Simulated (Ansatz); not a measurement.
Geometry optimisation, RKS BLYP/def2-SVP (Ansatz 0.2.0).

Input:

```yaml
crystal:
  periodic: [false, false, false]
  atoms:
    - { symbol: Ga, position_ang: [0.0, 0.0, 0.0] }
    - { symbol: Cl, position_ang: [0.0, 0.0, 2.24] }
    - { symbol: Cl, position_ang: [1.9398, 0.0, -1.12] }
    - { symbol: Cl, position_ang: [-1.9398, 0.0, -1.12] }
basis:
  gaussian: { orbitals: def2-SVP }
hamiltonian:
  xc: blyp
relax:
  f_tol: 0.02
  max_steps: 40
```

Command:

```bash
$ ansatz run input.yaml --threads 1 --pin off --max-ram 2048MiB --backend cpu --events-out ev --progress --plain --runs-dir out
```

**Question.** Where does it end, and by what steps?

**Answer.** The forces met the threshold. After 3 steps the energy has fallen by 0.138 eV; Cl2 moved furthest, 0.08 Å.

| step | energy less start (eV) | largest force component (eV/Å) | accepted |
| --- | --- | --- | --- |
| 0 | 0.0000 | 1.058 | yes |
| 1 | -0.1326 | 0.236 | yes |
| 2 | -0.1381 | 0.031 | yes |
| 3 | -0.1382 | 0.000 | yes |

```xyz
4
Properties=species:S:1:pos:R:3
Ga 0.000 0.000 0.000
Cl 0.000 0.000 2.158
Cl 1.869 0.000 -1.079
Cl -1.869 0.000 -1.079
```

Whether the end is a true minimum wasn't checked by a vibrational analysis.

Run time: 12 s on 1 thread of Arm Neoverse V1, with other jobs on the host, peak memory 0.12 GiB.
